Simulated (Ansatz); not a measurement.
SiCl3(NHEt) (C₂H₆Cl₃NSi). Total charge 0; singlet. Geometry r2SCAN-D4/def2-SVP, basis def2-TZVP, Ansatz.

| run | HOMO (eV) | LUMO (eV) |
| --- | --- | --- |
| A | -6.52 | -0.57 |
| B | -11.02 | 3.38 |
| C | -10.42 | 2.44 |
| D | -7.62 | 0.05 |
| E | -10.05 | 2.28 |
| F | -6.22 | -0.97 |

LC-ωPBE has ω = 0.4 bohr⁻¹.

**Question.** The runs used HF, LC-ωPBE, PBE, PBE0, r2SCAN, ωB97X-V. Estimate which is which.

**Answer.** A r2SCAN (0 % exact exchange); B HF (100 % exact exchange); C LC-ωPBE (range-separated); D PBE0 (25 % exact exchange); E ωB97X-V (range-separated); F PBE (0 % exact exchange). Exact exchange lowers occupied and raises empty levels; among semilocal functionals meta-GGAs tend to open the gap a little, and such runs are hard to tell apart. The gap grows from 5.26 eV (PBE) to 14.39 eV (HF).
